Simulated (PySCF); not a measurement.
A GIAO shielding run with PySCF 2.14.0 with density-fitted response routines (density fitting, non-relativistic, gas phase) on `InChI=1S/C3H6OSi/c5-4-3-1-2-3/h1-3H,5H3`:

```
$ OMP_NUM_THREADS=1 python probes_run.py task.json out

{"job": {"kind": "nmr", "xc": "mPW1PW91", "basis": "pcSseg-2", "pop": false}, "charge": 0, "multiplicity": 1}
Si     1.492510     0.174255    -0.702444
O      0.145234     0.357321     0.261017
C     -1.078727    -0.268681    -0.017800
C     -1.981379    -0.566048     1.108381
C     -1.388176    -1.594878     0.567398
H      1.204035     0.589632    -2.112060
H      2.551767     1.043422    -0.123578
H      1.956538    -1.249317    -0.724217
H     -1.472157     0.029537    -1.004617
H     -2.630700    -0.154439     1.877938
H     -1.187134    -2.664034     0.561034
```

Hardware: 1 thread of an Arm Neoverse V2, shared host. The job also computes ring-centre shieldings.

**Question.** How large is the calculation?

**Answer.** 46 electrons, 271 basis functions and 745 auxiliary functions.

**Question.** How long does it take, and how much memory does it need?

**Answer.** 22 s of wall time, with 13 SCF cycles and 5 response iterations; peak memory 1 GiB. Times on a shared host scatter by some tens of per cent.

**Question.** And these other runs on the same molecule and hardware: GIAO shielding at B97-2/pcSseg-2; GIAO shielding at BHandHLYP/pcSseg-2; GIAO shielding at CAM-B3LYP/pcSseg-2; GIAO shielding at LC-wPBE/pcSseg-2; GIAO shielding at PBE0/6-31G; GIAO shielding at PBE0/STO-3G?

**Answer.** B97-2/pcSseg-2: 271 functions, 22 s; BHandHLYP/pcSseg-2: 271 functions, 21 s; CAM-B3LYP/pcSseg-2: 271 functions, 30 s; LC-wPBE/pcSseg-2: 271 functions, 40 s; PBE0/6-31G: 61 functions, 3.8 s; PBE0/STO-3G: 35 functions, 2 s.
